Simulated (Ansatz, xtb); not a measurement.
Two isomers of C6H9Cl2+

Structure X: `C=C[C+](CCl)CCCl`, a singlet. Structure Y: `C[C+](/C=C/CCl)CCl`, a singlet. Both are isolated ions in the gas phase, relaxed with B3LYP-D3(BJ)/def2-SVP; the shapes shown needn't be the lowest conformers.

X (Å):

```xyz
17

C    -0.1512   -1.4936   -0.5267
C    -0.5410   -0.3861   -1.2157
C     0.3747    0.5340   -1.8025
C    -0.1748    1.6603   -2.5996
C     1.8559    0.4454   -1.6522
C     2.2994    1.0558   -0.3042
Cl   -0.1537    0.7832   -4.1957
Cl    1.6110    2.6993   -0.0634
H    -0.8916   -2.1433   -0.0501
H     0.8975   -1.7847   -0.4208
H    -1.6077   -0.1672   -1.3183
H     0.4835    2.5324   -2.6605
H    -1.2074    1.9368   -2.3576
H     2.3357    0.9920   -2.4760
H     2.2072   -0.5969   -1.6863
H     3.3935    1.1352   -0.2775
H     1.9600    0.4382    0.5377
```

Y (Å):

```yaml
atoms:
  - { symbol: C, position_ang: [1.2395, 1.5337, -0.7386] }
  - { symbol: C, position_ang: [0.4740, 0.4547, -0.0816] }
  - { symbol: C, position_ang: [0.2588, -0.8332, -0.6052] }
  - { symbol: C, position_ang: [0.7326, -1.2494, -1.8290] }
  - { symbol: C, position_ang: [0.5462, -2.6175, -2.3622] }
  - { symbol: C, position_ang: [-0.0916, 0.7581, 1.2698] }
  - { symbol: Cl, position_ang: [2.2152, -3.2912, -2.1501] }
  - { symbol: Cl, position_ang: [1.2549, 0.2072, 2.3465] }
  - { symbol: H, position_ang: [1.9337, 1.9802, -0.0064] }
  - { symbol: H, position_ang: [0.5313, 2.3430, -1.0043] }
  - { symbol: H, position_ang: [1.7940, 1.2349, -1.6340] }
  - { symbol: H, position_ang: [-0.3247, -1.5355, -0.0025] }
  - { symbol: H, position_ang: [1.3304, -0.5754, -2.4502] }
  - { symbol: H, position_ang: [-0.1601, -3.2305, -1.7897] }
  - { symbol: H, position_ang: [0.3040, -2.6335, -3.4336] }
  - { symbol: H, position_ang: [-0.2595, 1.8279, 1.4429] }
  - { symbol: H, position_ang: [-0.9891, 0.1755, 1.5105] }
```

Quicker runs give these differences E(Y) − E(X): GFN2-xTB −42.7 kJ/mol; HF/STO-3G −35.7 kJ/mol (at GFN2-xTB geometries); r2SCAN-D4/def2-SVP −35.5 kJ/mol (at GFN2-xTB geometries).

Q: Estimate E(Y) − E(X) at the level CCSD(T)/def2-SVP + ΔMP2/def2-TZVPP.

A: Calculated at CCSD(T)/def2-SVP + ΔMP2/def2-TZVPP: E(Y) − E(X) = −22.0 kJ/mol, so structure Y lies lower.

The same difference at several levels:

```json
{"level": "GFN2-xTB", "geometry": "GFN2-xTB", "E(Y) − E(X) (kJ/mol)": "−42.7", "departure from the last row (kJ/mol)": "−20.7", "job, with rough time for the two": "optimisation, 0.92 s"}
{"level": "HF/STO-3G", "geometry": "GFN2-xTB", "E(Y) − E(X) (kJ/mol)": "−35.7", "departure from the last row (kJ/mol)": "−13.8", "job, with rough time for the two": "single point, 0.5 s"}
{"level": "r2SCAN-D4/def2-SVP", "geometry": "GFN2-xTB", "E(Y) − E(X) (kJ/mol)": "−35.5", "departure from the last row (kJ/mol)": "−13.5", "job, with rough time for the two": "single point, 5.2 s"}
{"level": "B3LYP-D3(BJ)/def2-SVP", "geometry": "B3LYP-D3(BJ)/def2-SVP", "E(Y) − E(X) (kJ/mol)": "−28.8", "departure from the last row (kJ/mol)": "−6.8", "job, with rough time for the two": "optimisation, 85 s"}
{"level": "HF/def2-SVP", "geometry": "B3LYP-D3(BJ)/def2-SVP", "E(Y) − E(X) (kJ/mol)": "−27.8", "departure from the last row (kJ/mol)": "−5.8", "job, with rough time for the two": "part of the CCSD(T) run"}
{"level": "MP2/def2-SVP", "geometry": "B3LYP-D3(BJ)/def2-SVP", "E(Y) − E(X) (kJ/mol)": "−21.5", "departure from the last row (kJ/mol)": "+0.5", "job, with rough time for the two": "part of the CCSD(T) run"}
{"level": "CCSD(T)/def2-SVP", "geometry": "B3LYP-D3(BJ)/def2-SVP", "E(Y) − E(X) (kJ/mol)": "−19.8", "departure from the last row (kJ/mol)": "+2.2", "job, with rough time for the two": "single point"}
{"level": "CCSD(T)/def2-SVP + ΔMP2/def2-TZVPP", "geometry": "B3LYP-D3(BJ)/def2-SVP", "E(Y) − E(X) (kJ/mol)": "−22.0", "departure from the last row (kJ/mol)": "", "job, with rough time for the two": "single point, 2.5 min"}
```

As drawn, both hold the same kinds of bond in the same numbers. Structure X has 0 methyl groups, Y 1.

None of the levels shown reverses the order. The largest departure from CCSD(T)/def2-SVP + ΔMP2/def2-TZVPP is that of GFN2-xTB, 20.7 kJ/mol. The last row adds to CCSD(T) the change of the MP2 difference between the two basis sets, here −2.2 kJ/mol.

With thermal terms from frequencies at re-optimised GFN2-xTB minima (ideal gas, soft modes damped towards free rotors, one conformer each, 298.15 K, 1 atm): on the last row, ΔE + ΔZPE = −22.6, ΔH = −21.9, ΔG = −24.2 kJ/mol.

The correlated steps freeze 16 core orbitals. Programs: Ansatz 0.2.0, xtb 6.7.1; the last row on 4 threads of Arm Neoverse V2 on a shared host.
